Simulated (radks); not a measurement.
The numbers below are computed, except where a source is named.
Task: The table gives one normalised radial function P(r) = r R(r) of Ru in [Kr] 4d7 5p1 (r in bohr). Level of theory: scalar-relativistic Kohn-Sham, LDA (Slater exchange, Perdew-Wang correlation), spin-unpolarised, spherical densities, finite nucleus; Fermi nuclear charge, rms radius 4.4809 fm (a radial shooting solver on a logarithmic mesh with Libxc functionals).

r	P
0.002448	0.0073
0.003318	0.0126
0.004497	0.0217
0.006094	0.0373
0.00826	0.0634
0.01119	0.1064
0.01517	0.1750
0.02056	0.2796
0.02786	0.4285
0.03776	0.6187
0.05118	0.8198
0.06936	0.9539
0.09401	0.8908
0.1274	0.4947
0.1713	-0.2311
0.2321	-1.1035
0.3146	-1.6695
0.4264	-1.6064
0.5779	-1.0436
0.7832	-0.4411
1.061	-0.1113
1.439	-0.0147
1.95	-0.0009
2.642	0.0000
3.581	0.0000
4.853	0.0000
6.577	0.0000
8.914	0.0000
12.08	0.0000
16.37	0.0000

Which n and l does it have? It may be an empty orbital.

Result: n = 3, l = 1: the number of nodes gives n - l - 1 = 1, the rise at small r (about r^(l+1), flatter next to the nucleus through relativity) gives l, and the extent must fit the shell. The curve is that of 3p. 3p: eigenvalue -448.44 eV, 1 radial node at r = 0.158 bohr, <r> = 0.404 bohr, 90 % of the charge inside 0.609 bohr.
